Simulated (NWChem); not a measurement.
System: C3H6ClF; SMILES C[C@H](F)CCl

Here is an NWChem input.

```
start job
memory heap 200 mb stack 900 mb global 1100 mb
geometry units angstroms noautosym nocenter noautoz
  C      0.735462     2.121881    -0.075879
  C     -0.010302     0.829140    -0.325388
  F     -1.313797     0.978972     0.090466
  C      0.607705    -0.337306     0.413604
  Cl    -0.186871    -1.881517     0.016644
  H      0.777534     2.345620     1.001034
  H      1.762365     2.070362    -0.466246
  H      0.215545     2.950146    -0.577462
  H     -0.032137     0.597370    -1.405328
  H      0.515770    -0.184957     1.498634
  H      1.671354    -0.433079     0.155278
end
basis spherical
  C library pcsseg-1
  F library pcsseg-1
  Cl library pcsseg-1
  H library pcsseg-1
end
dft
  xc kt2
  iterations 150
end
property
  shielding
end
task dft property
```

The geometry was optimised at PBE0/def2-SVP.

GIAO values for the isolated, static molecule; σ is the absolute isotropic shielding, δ = σ(reference) − σ with the isolated reference molecule computed at the same levels (13C: tetramethylsilane, 19F: trichlorofluoromethane, 1H: tetramethylsilane).

Atoms are numbered as in the input.

What results follow from this input? (KT2/pcSseg-1, GIAO.) Quantities: δ C2 (ppm); δ F3 (ppm); σ Cl5 (ppm); δ H6 (rotor mean) (ppm); δ H9 (ppm); δ H10 (ppm); δ H11 (ppm).


```yaml
"δ C2 (ppm)": 91.4
"δ F3 (ppm)": -218.1
"σ Cl5 (ppm)": 850.7
"δ H6 (rotor mean) (ppm)": 1.20
"δ H9 (ppm)": 4.49
"δ H10 (ppm)": 3.37
"δ H11 (ppm)": 3.22
```
